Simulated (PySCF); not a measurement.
Si(Cl)(OH)2(OMe) (CH5ClO3Si), SMILES CO[Si](O)(O)Cl. Atoms are numbered in the order given.

```xyz
11

C      2.3652    -0.4174     0.1348
O      1.1189    -0.9278    -0.2968
Si    -0.3512    -0.3127     0.0701
O     -0.6185    -0.4619     1.6824
O     -1.5259    -1.1079    -0.7554
Cl    -0.3668     1.7002    -0.4637
H      2.4823    -0.5224     1.2271
H      3.1644    -0.9885    -0.3606
H      2.4762     0.6486    -0.1299
H     -1.4508    -0.1254     2.0339
H     -1.5085    -1.0523    -1.7180
```

Geometry: B3LYP-D3(BJ)/def2-SVP. The values are those of a single conformer.

Vertical ionisation energy (IE) and electron affinity (EA) in eV. Rows of orbital energies are one-electron estimates. Where ΔSCF, EOM or ADC give a negative EA the extra electron is unbound and the value depends on the basis.

| level | IE | EA |
|---|---|---|
| −ε(HOMO), −ε(LUMO), ωB97X/def2-TZVP (PySCF) | 11.13 | -2.55 |
| −ε(HOMO), −ε(LUMO), PBE/def2-TZVP (PySCF) | 7.04 | 0.51 |
